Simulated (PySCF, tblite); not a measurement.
Isomers of C6H6F2N (doublet state), one GFN2-xTB conformer each. Single-point energies are computed at B3LYP/pcH-1 (PySCF, gas phase, no added dispersion term), electronic only. GFN2-xTB treats the open shell by occupation alone, and not every SCF solution was tested for stability.

```json
{"SMILES": "C[C@@H](F)/C(C#N)=C/[CH]F", "GFN2-xTB relative energy (kcal/mol)": "20.9"}
{"SMILES": "FC(F)C1=N[C@@H]1[C@@H]1[CH]C1", "GFN2-xTB relative energy (kcal/mol)": "85.5"}
{"SMILES": "NC1=C(F)C=C[C@@H](F)[CH]1", "GFN2-xTB relative energy (kcal/mol)": "0.0"}
{"SMILES": "FC(F)C1=N[C@@H]1[C]1CC1", "GFN2-xTB relative energy (kcal/mol)": "74.5"}
```

Conformers: `[CH3:1][C@@H:2]([F:3])/[C:4]([C:5]#[N:6])=[CH:7]/[CH:8][F:9]` (doublet state) with C1–C2–C4–C5 71°, C4–C7–C8–F9 180°; `[F:1][CH:2]([F:3])[C:4]1=[N:5][C@@H:6]1[C@@H:7]1[CH:8][CH2:9]1` (doublet state) with F1–C2–C4–N5 89°, N5–C6–C7–C8 179°; `[F:1][CH:2]([F:3])[C:4]1=[N:5][C@@H:6]1[C:7]1[CH2:8][CH2:9]1` (doublet state) with F1–C2–C4–N5 69°, N5–C6–C7–C8 -56°.

Question: What does B3LYP/pcH-1 give for the same structures?

Answer: 
| SMILES | B3LYP/pcH-1 E (Eh) | B3LYP/pcH-1 (kcal/mol) | GFN2-xTB (kcal/mol) | point group |
| --- | --- | --- | --- | --- |
| NC1=C(F)C=C[C@@H](F)[CH]1 | -486.65173 | 0.0 | 0.0 | C1 |
| C[C@@H](F)/C(C#N)=C/[CH]F | -486.64406 | 4.8 | 20.9 | C1 |
| FC(F)C1=N[C@@H]1[C]1CC1 | -486.52619 | 78.8 | 74.5 | C1 |
| FC(F)C1=N[C@@H]1[C@@H]1[CH]C1 | -486.51756 | 84.2 | 85.5 | C1 |

Both levels put the same isomer lowest; measured from each level's own lowest isomer, the values differ by up to 16.1 kcal/mol (C[C@@H](F)/C(C#N)=C/[CH]F: 20.9 against 4.8). As drawn, the lowest has an N–H bond, which the highest lacks; the highest has a three-membered ring and two fluorines on one carbon, which the lowest lacks. Neighbours under 5.0 kcal/mol apart (NC1=C(F)C=C[C@@H](F)[CH]1 and C[C@@H](F)/C(C#N)=C/[CH]F) can change places with a better method, another conformer or zero-point energy.

Question: What happens when harmonic zero-point energies from GFN2-xTB frequencies are added?

Answer: 
```csv
SMILES,ZPE (kcal/mol),electronic (kcal/mol),with ZPE (kcal/mol)
NC1=C(F)C=C[C@@H](F)[CH]1,66.6,0.0,0.0
C[C@@H](F)/C(C#N)=C/[CH]F,65.5,4.8,3.7
FC(F)C1=N[C@@H]1[C]1CC1,65.0,78.8,77.2
FC(F)C1=N[C@@H]1[C@@H]1[CH]C1,65.1,84.2,82.7
```

The zero-point energies span 1.6 kcal/mol. The order is unchanged.

Question: As an exercise, what shares would exp(−E/RT) give at 1000 K from these electronic energies alone (no entropy, no degeneracies)?

Answer: RT = 1.987 kcal/mol: NC1=C(F)C=C[C@@H](F)[CH]1 91.8 %, C[C@@H](F)/C(C#N)=C/[CH]F 8.2 %, FC(F)C1=N[C@@H]1[C]1CC1 under 0.1 %, FC(F)C1=N[C@@H]1[C@@H]1[CH]C1 under 0.1 %.
